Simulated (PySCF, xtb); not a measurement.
5-ethynylpyrimidine (C6H4N2), SMILES C#Cc1cncnc1.

GFN2-xTB (xtb) at its own geometry gives an orbital gap of 2.61 eV and a dipole moment of 2.34 D.

Geometry: PBE0-D3(BJ)/def2-SVP.

**Question.** What does PBE/def2-TZVP (PySCF) give? (Estimate from the structure and the level; the computed values follow.)

**Answer.** gap 3.37 eV (levels -6.01 and -2.63 eV), dipole 1.93 D.
